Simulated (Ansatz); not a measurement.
Ansatz (a quantum-chemistry and plane-wave program) input:

Ansatz 0.2 input:
```yaml
crystal:
  periodic: [false, false, false]
  atoms:
    - {symbol: O, position_ang: [-1.29736548, 0.95437683, 0.35818968]}
    - {symbol: C, position_ang: [-0.86902835, 0.07029536, -0.36861758]}
    - {symbol: B, position_ang: [0.67256538, -0.14630227, -0.45264912]}
    - {symbol: F, position_ang: [1.53000965, -0.76070056, 0.29653957]}
    - {symbol: H, position_ang: [-1.53981979, -0.47897051, -1.05942239]}
basis:
  gaussian:
    orbitals: def2-TZVP
hamiltonian:
  xc: b3lyp
  dispersion: d3bj
magnetization: {spin_polarized: true, initial_magnetization: 1}
phonons: {temperatures: {t_min: 298.15, t_max: 298.15, t_step: 100}}
```

Q: Which total energy does the run end on?

A: -238.68504 Eh (B3LYP-D3(BJ)/def2-TZVP). The basis has 130 functions.

It need not be the lowest isomer of its formula.
